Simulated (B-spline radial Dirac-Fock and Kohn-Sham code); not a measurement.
Relativistic shifts of the levels of K³⁺

System: the K³⁺ ion, [Ne] 3s2 3p4.

Both columns are ΔSCF binding energies of the configuration average from an atomic code on a B-spline grid: non-relativistic Hartree-Fock with a point nucleus, and Dirac-Fock with a finite nucleus and the Coulomb interaction alone, averaged over the two j levels with weights 2j+1.

```tsv
shell	Hartree-Fock (eV)	Dirac-Fock (eV)	shift (eV)	shift (%)
1s	3648.9	3666.2	+17.35	+0.48
2s	429.1	432.2	+3.11	+0.72
3s	81.64	82.06	+0.42	+0.51
3p	61.73	61.75	+0.01	+0.02
```

Relativity binds 1s, 2s, 3s, 3p more strongly, among those listed most of all 2s in relative terms.

Values without a named source are computed, but for edge energies of neutral atoms, which are taken from tables.
